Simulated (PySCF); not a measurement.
**Mayer bond orders and bond lengths**

Compound: C6H7F3OS.
Atom-mapped SMILES: `[O:1]=[S@@:2]1[CH2:3][CH2:4][C@@H:5]([C:6]([F:7])=[C:8]([F:9])[F:10])[CH2:11]1` (hydrogens: H12, H13 on C3; H14, H15 on C4; H16 on C5; H17, H18 on C11)

Structure used (PBE0-D3(BJ)/def2-SVP), in Å, numbered top down from 1:
```
atom  x, y, z in Å
O1    -2.468    0.659    1.184
S2    -2.254    0.894   -0.287
C3    -1.876   -0.779   -0.991
C4    -0.374   -1.039   -0.867
C5     0.235    0.071    0.009
C6     1.708    0.176   -0.122
F7     2.163    0.486   -1.344
C8     2.596   -0.006    0.855
F9     3.891    0.105    0.710
F10    2.262   -0.321    2.082
C11   -0.489    1.343   -0.426
H12   -2.496   -1.430   -0.359
H13   -2.249   -0.827   -2.025
H14    0.100   -1.000   -1.860
H15   -0.164   -2.033   -0.444
H16   -0.022   -0.107    1.064
H17   -0.260    1.615   -1.469
H18   -0.327    2.207    0.233
```

Bond orders from the PBE0/pcSseg-1 density (PySCF). One conformer (not necessarily the lowest) at the PBE0-D3(BJ)/def2-SVP geometry, without solvent, vibrations or thermal averaging.

Where do the orders between heavy atoms depart from those drawn in the SMILES?

The largest departure is 0.519, at O1–S2 (drawn double, 1.481). Drawn double or triple, more than 0.30 short of the drawn order: O1–S2 (1.481).

Set the Mayer orders of the bonds between heavy atoms beside their lengths.

```json
{"bond": "O1–S2", "drawn as": "double", "length (Å)": "1.505", "Mayer order": "1.481"}
{"bond": "S2–C3", "drawn as": "single", "length (Å)": "1.854", "Mayer order": "0.890"}
{"bond": "C3–C4", "drawn as": "single", "length (Å)": "1.530", "Mayer order": "1.013"}
{"bond": "C4–C5", "drawn as": "single", "length (Å)": "1.540", "Mayer order": "0.987"}
{"bond": "C5–C6", "drawn as": "single", "length (Å)": "1.482", "Mayer order": "0.960"}
{"bond": "C6–F7", "drawn as": "single", "length (Å)": "1.340", "Mayer order": "0.944"}
{"bond": "C6–C8", "drawn as": "double", "length (Å)": "1.333", "Mayer order": "1.742"}
{"bond": "C8–F9", "drawn as": "single", "length (Å)": "1.307", "Mayer order": "1.018"}
{"bond": "C8–F10", "drawn as": "single", "length (Å)": "1.311", "Mayer order": "1.029"}
{"bond": "C5–C11", "drawn as": "single", "length (Å)": "1.527", "Mayer order": "0.958"}
{"bond": "C11–S2", "drawn as": "single", "length (Å)": "1.827", "Mayer order": "0.899"}
```

Bonds between the same two heavy elements. C–S: all 2 within 0.02 of one another (0.890 to 0.899). C–C: lowest C5–C11 and C5–C6 (0.958, 1.527 Å), highest C6–C8 (1.742, 1.333 Å); in 4 of the 10 pairs the longer bond (by over 0.003 Å) has the higher order (by 0.02 or more). C–F: lowest C6–F7 (0.944, 1.340 Å), highest C8–F10 (1.029, 1.311 Å). Bonds named together lie within 0.004.

And the bonds to hydrogen?

C–H: 0.92 to 0.95 (7 bonds).

Sum the orders of all bonds at each heavy atom with more than one neighbour and set the sums beside the valence in the SMILES.

S2 3.270 (drawn 4), C3 3.764 (drawn 4), C4 3.898 (drawn 4), C5 3.826 (drawn 4), C6 3.646 (drawn 4), C8 3.789 (drawn 4), C11 3.720 (drawn 4). Orders between atoms that aren't bonded are not in these sums.

For a closed shell the Mayer order of atoms A and B is Σ (PS)μν (PS)νμ over the basis functions μ on A and ν on B, with P the density and S the overlap matrix.
